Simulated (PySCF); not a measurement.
Ionisation energy of Nd(20+) by level of theory

Nd(20+) [Kr] 4d4 [4d3/2^4, M_J = 0] → Nd(21+) [Kr] 4d3 [4d3/2^3, M_J = 3/2], as a difference of total energies. All numbers are calculated (PySCF 2.14, the two-component X2C-1e Hamiltonian, in an uncontracted even-tempered set (18 s from 1.3 bohr⁻², ratio 2.8; 14 p from 1.7 bohr⁻², ratio 2.8; 9 d from 1.7 bohr⁻², ratio 2.8; 4 f from 6.9 bohr⁻², ratio 3)). Correlated levels: [Ar] 3d10 frozen; the 94 highest virtual spinors dropped. "Screened" scales the spin-orbit matrix elements by Boettger's factors to mimic the two-electron term; Breit and QED terms are absent.

| method | ionisation energy (eV) |
| --- | --- |
| GHF (screened spin-orbit) | 600.81 |
| GMP2 (screened spin-orbit) | 601.49 |

Q: How much does correlation contribute at GMP2 (screened spin-orbit)?

A: 601.49 − (600.81) = 0.68 eV, measured against GHF (screened spin-orbit).

Breit and QED terms and the two-electron picture change are absent.

The labels give the starting determinants; with spin-orbit coupling the two ends relaxed to ⟨J²⟩ = 0.56, ⟨L²⟩ = 3.25, ⟨S²⟩ = 3.25 and ⟨J²⟩ = 4.42, ⟨L²⟩ = 10.01, ⟨S²⟩ = 2.83.

The determinant of Nd(20+) and of Nd(21+) mixes levels of different J (the jj label is only the starting occupation), so the difference between spin-free and spin-orbit rows is not the physical spin-orbit shift.

For comparison: 602 ± 4 eV (theoretical estimate listed by NIST; NIST Atomic Spectra Database, ionization energies).
